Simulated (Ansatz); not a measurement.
Geometry optimisation, RKS B3LYP-D4/6-31G* (Ansatz 0.2.0).

The input (input.yaml):

```yaml
crystal:
  periodic: [false, false, false]
  atoms:
    - { symbol: Al, position_ang: [0.160154, -0.556522, -0.54509] }
    - { symbol: "N", position_ang: [0.074712, -0.13374, 2.530606] }
    - { symbol: H, position_ang: [-0.778016, -0.054432, 3.080278] }
    - { symbol: H, position_ang: [0.855604, 0.089165, 3.143138] }
    - { symbol: "N", position_ang: [1.71712, 0.061469, -1.143352] }
    - { symbol: H, position_ang: [2.61953, -0.349668, -0.942826] }
    - { symbol: H, position_ang: [1.82839, 0.938796, -1.63419] }
    - { symbol: H, position_ang: [-1.209255, 0.105594, -0.98236] }
    - { symbol: O, position_ang: [0.233544, -2.119631, 0.263267] }
    - { symbol: H, position_ang: [-0.59852, -2.60001, 0.36073] }
    - { symbol: H, position_ang: [0.175136, -1.124221, 2.239098] }
basis:
  gaussian: { orbitals: "6-31G*" }
hamiltonian:
  xc: b3lyp
  dispersion: d4
relax:
  f_tol: 0.03
  max_steps: 50
output:
  orbitals: {}
```

Command:

```bash
$ ansatz run input.yaml --threads 1 --pin off --max-ram 2048MiB --backend cpu --events-out ev --progress --plain --runs-dir out
```

Task: Where does it end, and by what steps?

Result: It converged. After 17 steps the energy has fallen by 0.844 eV; H4 moved furthest, 0.92 Å. Joined: Al1–N2 (3.11 → 2.05 Å).

| step | energy less start (eV) | largest force component (eV/Å) | accepted |
| --- | --- | --- | --- |
| 0 | 0.0000 | 0.675 | yes |
| 1 | -0.1547 | 0.497 | yes |
| 2 | -0.3420 | 0.661 | yes |
| 3 | -0.5432 | 1.250 | yes |
| 4 | -0.6499 | 1.526 | yes |
| 5 | -0.5940 | 1.563 | no |
| 6 | -0.7421 | 0.409 | yes |
| 7 | -0.7662 | 0.442 | yes |
| 8 | -0.7916 | 0.710 | yes |
| 9 | -0.8030 | 0.754 | yes |
| 10 | -0.8184 | 0.468 | yes |
| 11 | -0.6647 | 1.677 | no |
| 12 | -0.8353 | 0.316 | yes |
| 13 | -0.8414 | 0.087 | yes |
| 14 | -0.8429 | 0.048 | yes |
| 15 | -0.8437 | 0.074 | yes |
| 16 | -0.8441 | 0.049 | yes |
| 17 | -0.8442 | 0.015 | yes |

```xyz
11
Properties=species:S:1:pos:R:3
Al 0.053 -0.575 0.058
N 0.195 -0.209 2.075
H -0.595 0.315 2.449
H 1.052 0.308 2.273
N 1.606 0.091 -0.605
H 2.456 -0.452 -0.706
H 1.587 0.807 -1.323
H -1.243 0.270 -0.362
O -0.072 -2.297 0.364
H -0.196 -2.884 -0.392
H 0.236 -1.118 2.538
```

Whether the end is a true minimum wasn't checked by a vibrational analysis.

Run time: 36 s on 1 thread of AMD EPYC 9R45 96-Core Processor (Zen 5), with other jobs on the host, peak memory 0.17 GiB.
